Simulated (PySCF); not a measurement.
Species: C5H8O2Si.
Structure used (GFN2-xTB), in Å, numbered top down from 1:
```xyz
16
C5H8O2Si angstrom
C      3.8471   -0.5897    0.5637
C      2.5808   -0.2258   -0.0294
C      1.5198    0.0751   -0.5154
Si    -0.0680    0.5516   -1.3154
O     -1.1497    0.0857   -0.1276
C     -2.4590    0.2286   -0.2422
C     -3.2032   -0.2745    0.9662
O     -2.9767    0.7097   -1.2152
H      4.5114   -0.9946   -0.1995
H      3.6947   -1.3426    1.3366
H      4.3141    0.2877    1.0107
H     -0.3308   -0.2233   -2.5253
H     -0.1725    1.9956   -1.5062
H     -4.2716   -0.1397    0.8269
H     -2.8690    0.2701    1.8467
H     -2.9749   -1.3278    1.1140
```

The closed-shell SCF was solved with PySCF and density fitting under several settings on one GFN2-xTB geometry (grid level 2 and gas phase unless stated).

```tsv
settings	basis functions	SCF cycles	E (Eh)	HOMO (eV)	LUMO (eV)	dipole (D)
PBE0/pcSseg-1	183	15	-634.7266	-7.82	-0.20	3.47
PBE0/def2-SVPD	234	15	-634.4470	-7.87	-0.27	3.55
PBE0/pcseg-1	156	15	-634.6882	-7.83	-0.24	3.45
LC-wPBE/6-311G**, grid level 1, start guess atom	200	12	-635.0657	-10.50	2.02	3.33
B97-D/def2-SVPD, energy threshold 1e-11 Eh	234	15	-634.7183	-6.36	-1.01	3.50
X3LYP/IGLO-II, grid level 4	237	15	-635.2168	-7.59	-0.23	3.42
LDA/STO-3G, IEF-PCM benzene	52	16	-623.3562	-2.21	2.76	2.11
PBE/6-311G**, IEF-PCM chloroform	200	17	-634.8257	-6.31	-1.08	4.05
```

Estimate the rows for these settings: (1) HF/pcSseg-1; (2) HSE06/aug-cc-pVDZ, IEF-PCM acetonitrile, energy threshold 1e-06 Eh.

```
                                                          settings  basis functions  SCF cycles     E (Eh)  HOMO (eV)  LUMO (eV)  dipole (D)
                                                       HF/pcSseg-1              183          12  -632.6136     -10.57       3.27        3.58
HSE06/aug-cc-pVDZ, IEF-PCM acetonitrile, energy threshold 1e-06 Eh              260           8  -634.8619      -7.50      -0.74        4.54
```

Over all rows, what range does the HOMO–LUMO gap span?

From 4.97 eV (LDA/STO-3G, IEF-PCM benzene) to 13.84 eV (HF/pcSseg-1). The functional of the narrowest has no exact exchange, that of the widest 100 % exact exchange.

And the dipole moment?

From 2.11 D (LDA/STO-3G, IEF-PCM benzene) to 4.54 D (HSE06/aug-cc-pVDZ, IEF-PCM acetonitrile, energy threshold 1e-06 Eh); the largest is 2.15 times the smallest, and the median is 3.49 D.

Compare two rows with the functional PBE0: PBE0/pcseg-1 and PBE0/def2-SVPD. Which energy is lower, and by how much?

PBE0/pcseg-1 (156 functions) lies 0.2412 Eh or 151 kcal/mol below PBE0/def2-SVPD (234 functions). The smaller set gives the lower energy; the two sets aren't nested, so the variational bound doesn't order them by size.

B97-D ran without the empirical dispersion term, which would shift the total energy alone. Cycle counts include a coarse-grid stage where the run had one. All basis functions are spherical, in the Pople sets too. The structure is a single GFN2-xTB conformer; no vibrational corrections.
